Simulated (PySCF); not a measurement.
revPBE on F⁻ (fluorine, charge -1), [Ne], closed-shell 1S. Computed with PySCF 2.14 in dyall-av3z (15s9p3d2f, 71 functions), with no relativity, point nucleus.

```
cycle= 1 E= -99.8439271241052  delta_E= 0.0137  |g|= 0.258  |ddm|= 0.304
cycle= 2 E= -99.7241173105013  delta_E= 0.12  |g|= 0.69  |ddm|= 0.366
cycle= 3 E= -99.867251798611  delta_E= -0.143  |g|= 0.107  |ddm|= 0.177
cycle= 4 E= -99.8718690584417  delta_E= -0.00462  |g|= 0.00406  |ddm|= 0.0586
cycle= 5 E= -99.871875071317  delta_E= -6.01e-06  |g|= 0.000204  |ddm|= 0.00235
cycle= 6 E= -99.8718750828507  delta_E= -1.15e-08  |g|= 4.27e-05  |ddm|= 5.3e-05
cycle= 7 E= -99.8718750835385  delta_E= -6.88e-10  |g|= 3.99e-07  |ddm|= 1.91e-05
converged SCF energy = -99.8718750835385  <S^2> = -1.7763568e-15  2S+1 = 1
```

Highest occupied orbital energy: 1.542 eV; ⟨L²⟩ = 0.00; populations by l: s 4.00, p 6.00, d 0.00, f 0.00.

Can this result be used?

With care. Self-consistency was reached. At revPBE the highest occupied level has a positive energy, so only the finite basis holds that electron; in a semilocal or global hybrid functional this comes from self-interaction and does not mean that the real anion is unbound.
